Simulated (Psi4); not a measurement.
H$_{4}$NSi (SMILES [NH][SiH3]), doublet, at a GFN2-xTB geometry; MP2/cc-pVTZ (Psi4).

The Psi4 input:
```
memory 2 GB

molecule mol {
0 2
  N     1.072844   -0.472334   -0.037573
  Si   -0.466234    0.176594    0.025059
  H     1.908143    0.009852   -0.325644
  H    -0.919697   -0.037797    1.412548
  H    -1.295333   -0.714284   -0.808995
  H    -0.675749    1.576251   -0.365727
}

set basis cc-pvtz
set reference uhf
set scf_type pk
set mp2_type conv

energy('mp2')
print_variables()
```

Problem. Predict the main parts of the log of this Psi4 run.

Solution. 
```
   => Loading Basis Set <=

    Name: CC-PVTZ
    Role: ORBITAL
    Keyword: BASIS

         ---------------------------------------------------------
                                   SCF
               by Justin Turney, Rob Parrish, Andy Simmonett
                          and Daniel G. A. Smith
                              UHF Reference
         ---------------------------------------------------------

  ==> Geometry <==

    Molecular point group: c1
    Full point group: C1

    Geometry (in Angstrom), charge = 0, multiplicity = 2:

       Center              X                  Y                   Z               Mass
    ------------   -----------------  -----------------  -----------------  -----------------
         N            1.051349402183    -0.454229266354    -0.039451475995    14.003074004430
         SI          -0.487728597817     0.194698733646     0.023180524005    27.976926534650
         H            1.886648402183     0.027956733646    -0.327522475995     1.007825032230
         H           -0.941191597817    -0.019692266354     1.410669524005     1.007825032230
         H           -1.316827597817    -0.696179266354    -0.810873475995     1.007825032230
         H           -0.697243597817     1.594355733646    -0.367605475995     1.007825032230

  Running in c1 symmetry.

  Rotational constants: A =      2.65970  B =      0.47821  C =      0.46810 [cm^-1]
  Rotational constants: A =  79735.69191  B =  14336.22948  C =  14033.33110 [MHz]
  Nuclear repulsion =   58.357503095807232

  Charge       = 0
  Multiplicity = 2
  Electrons    = 25
  Nalpha       = 13
  Nbeta        = 12

  ==> Algorithm <==

  SCF Algorithm Type is PK.
  DIIS enabled.
  MOM disabled.
  Fractional occupation disabled.
  Guess Type is SAD.
  Energy threshold   = 1.00e-08
  Density threshold  = 1.00e-08
  Integral threshold = 1.00e-12

  ==> Primary Basis <==

  Basis Set: CC-PVTZ
    Blend: CC-PVTZ
    Number of shells: 46
    Number of basis functions: 120
    Number of Cartesian functions: 134
    Spherical Harmonics?: true
    Max angular momentum: 3

  ==> Integral Setup <==

  Using in-core PK algorithm.
   Calculation information:
      Number of atoms:                   6
      Number of AO shells:              46
      Number of primitives:            118
      Number of atomic orbitals:       134
      Number of basis functions:       120

      Integral cutoff                 1.00e-12
      Number of threads:                 1

[...]
  @UHF Final Energy:  -345.70519294295218
    Total Energy =                       -345.7051929429521806
  DIE_IF_NOT_CONVERGED          => (empty)
[...]
  WFN                           => (empty)
  WFN_TYPE                      => OMP2            !
  WRITER_FILE_LABEL             => (empty)
  ZORA_BASIS_TOLERANCE          => (empty)
  ZORA_NR_DEBUG                 => (empty)
  ZORA_PRUNING_SCHEME           => (empty)
  ZORA_RADIAL_POINTS            => (empty)
  ZORA_SPHERICAL_POINTS         => (empty)

 ==============================================================================
 ==============================================================================
 ==============================================================================

                             MP2
                    Program Written by Ugur Bozkaya,
              Additional Contributions by J. P. Misiewicz

 ==============================================================================
 ==============================================================================
 ==============================================================================

	MO spaces per irreps...

	IRREP   FC   AOCC  BOCC  AVIR    BVIR  FV
	==========================================
	   A     0    13    12   107    108     0
	==========================================

	Computing MP2 energy using SCF MOs (Canonical MP2)...
	==============================================================================
	Nuclear Repulsion Energy (a.u.)    :    58.35750309580723
	SCF Energy (a.u.)                  :  -345.70519294295218
	REF Energy (a.u.)                  :  -345.70519294295218
	Alpha-Alpha Contribution (a.u.)    :    -0.04684476869570
	Alpha-Beta Contribution (a.u.)     :    -0.29738773422536
	Beta-Beta Contribution (a.u.)      :    -0.03071992412318
	Scaled_SS Correlation Energy (a.u.):    -0.02585489760630
	Scaled_OS Correlation Energy (a.u.):    -0.35686528107043
	SCS-MP2 Total Energy (a.u.)        :  -346.08791312162890
	SOS-MP2 Total Energy (a.u.)        :  -346.06205822402262
	SCSN-MP2 Total Energy (a.u.)       :  -345.84170680231341
	SCS-MP2-VDW Total Energy (a.u.)    :  -346.12463158917006
	SOS-PI-MP2 Total Energy (a.u.)     :  -346.12153577086769
	MP2 Correlation Energy (a.u.)      :    -0.37495242704424
	MP2 Total Energy (a.u.)            :  -346.08014536999644
	==============================================================================

  Variable Map:
  ----------------------------------------------------------------------------
[...]
  Array Variable Map:
  ----------------------------------------------------------------------------
[...]
[...]
```
